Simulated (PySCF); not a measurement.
**Telling isomers of C₄H₁₀F₂OSi₂ apart by NMR**

Averaged over atoms made equivalent by symmetry, fast rotation or ring inversion, single conformer, non-relativistic Hamiltonian, isolated molecule. Geometry: GFN2-xTB; NMR shieldings at PBE0/pcSseg-1/GIAO; PySCF.

References, each an isolated molecule treated in the same way: TMS for ¹H (31.72 ppm), ¹³C (186.93 ppm). Splittings of carbon signals by F and P are missing where no couplings were computed. Where no couplings were computed, multiplicities follow the n + 1 count of equivalent neighbours, and m marks all less simple cases (inequivalent or close neighbours, rings, F or P nearby). Shifts are as computed. Against solution values, carbons near 30 ppm lie about +3 ppm off and those near 130 ppm about +5 ppm (rms about the fit 2.1 ppm; single classes can miss by 10 ppm). Of 1328 compounds with measured shifts, 309 miss one by over three times the rms of a fit or turn the order of signals round; such compounds aren't used in these exercises. Signals without a measured value on file couldn't be tested in this way; 1H shifts scatter by 0.2 ppm about their fit, and single ones miss by 0.5 ppm.

(1) Tabulate the signals of `CO[SiH2]C([SiH2]C)=C(F)F`, `CCO/C([SiH3])=C\[SiH](F)F` and their relative energies.

(2) What is the quickest way to tell CO[SiH2]C([SiH2]C)=C(F)F from CCO/C([SiH3])=C\[SiH](F)F?

Results:

(1) 
```tsv
SMILES	carbon types	δC	δH	E rel. (kcal/mol)
CO[SiH2]C([SiH2]C)=C(F)F	2×C 2×CH3	167.0, 71.6, 53.7, -4.2	5.28 (s, 2H), 4.62 (q, 2H), 3.84 (s, 3H), 0.31 (t, 3H)	46.4
CCO/C([SiH3])=C\[SiH](F)F	1×C 1×CH 1×CH2 1×CH3	184.7, 119.1, 69.0, 17.8	5.24 (m, 1H), 5.21 (m, 1H), 4.32 (s, 3H), 4.10 (q, 2H), 1.45 (t, 3H)	0.0
```

Energies are electronic energies at PBE0/pcSseg-1 on these geometries, without zero-point or thermal terms, each for the one conformer computed, which needn't be the lowest.

(2) Both give the same number of carbon signals, but DEPT or the intensities differ. The first has a fully substituted alkene carbon (C) at 71.6 ppm, the second a β carbon of an enol-ether or enamine type C=C (CH) at 119.1 ppm. Their most deshielded carbons lie at 167.0 and 184.7 ppm.
